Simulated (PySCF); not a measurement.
Point groups of optimised structures. Method: PBE0-D3(BJ)/def2-SVP geometry optimisation, gas phase in PySCF. The symmetry is that of the one conformer found, every atom within 0.08 Å of its image; none is proved a minimum here. Atoms past krypton carry def2 core potentials.

Question: What symmetry has `c1cc[s+]cc1`?

Answer: C2v; asymmetric top; symmetry number 2; 4 operations, which sort the 11 atoms into 7 sets; dipole about the centre of mass 1.28 D, along a, the twofold axis; A, B, C = 5133, 3635, 2128 MHz.

Question: Point group, rotor type and polarity of `[O:1]=[CH:2][NH:3]/[CH:4]=[CH:5]/[F:6]` with O1–C2–N3–C4 0°, C2–N3–C4–C5 180°?

Answer: Cs; near-prolate asymmetric top; symmetry number 1; 2 operations, which sort the 10 atoms into 10 sets; dipole 4.03 D, in the ab plane, which is the mirror.

Question: `[RhH2]` [radical]: symmetry, top, dipole?

Answer: C2v; asymmetric top; symmetry number 2; 4 operations, which sort the 3 atoms into 2 sets; dipole 2.43 D, along a, the twofold axis; A, B, C = 250727, 193010, 109057 MHz.

Question: Point group, rotor type and polarity of ReO3H (`[H][Re](=[O])(=[O])=[O]`)?

Answer: C3v; oblate symmetric top; symmetry number 3; 6 operations, which sort the 5 atoms into 3 sets; dipole 1.60 D, along the axis.

Question: What symmetry has `[CH3:1][P:2]([CH3:3])[P:4]([CH3:5])[CH3:6]` with C1–P2–P4–C5 80°, H–C1–P2–C3 -53° (nearest H), H–C3–P2–C1 52° (nearest H), H–C5–P4–P2 48° (nearest H)?

Answer: C2h; asymmetric top; symmetry number 2; 4 operations, which sort the 18 atoms into 5 sets; dipole forbidden by symmetry (computed 0.01 D); heavy atoms equivalent by symmetry: C1/C3/C5/C6, P2/P4.

Question: Point group, rotor type and polarity of `O=c1ccscc1F`?

Answer: Cs; asymmetric top; symmetry number 1; 2 operations, which sort the 11 atoms into 11 sets; dipole 4.45 D, in the ab plane, which is the mirror; A, B, C = 3028, 1604, 1049 MHz.

Question: What symmetry has `O=BB=O` (diboron dioxide)?

Answer: D∞h; linear; symmetry number 2; dipole forbidden by symmetry (computed 0.00 D).

Question: What symmetry has `[CH3:1][O:2][C:3](=[O:4])[c:5]1[o:6][cH:7][cH:8][c:9]1[CH3:10]` with C1–O2–C3–O4 0°, O2–C3–C5–O6 0°, H–C1–O2–C3 60° (nearest H), H–C10–C9–C8 0° (nearest H)?

Answer: Cs; asymmetric top; symmetry number 1; 2 operations, which sort the 18 atoms into 16 sets; dipole 1.41 D, in the ab plane, which is the mirror; A, B, C = 2545, 1023, 736.5 MHz; heavy atoms equivalent by symmetry: none.

Caution for open-shell metal species: one SCF solution and one stationary point were followed, and a lower state or a bent or distorted shape isn't ruled out.
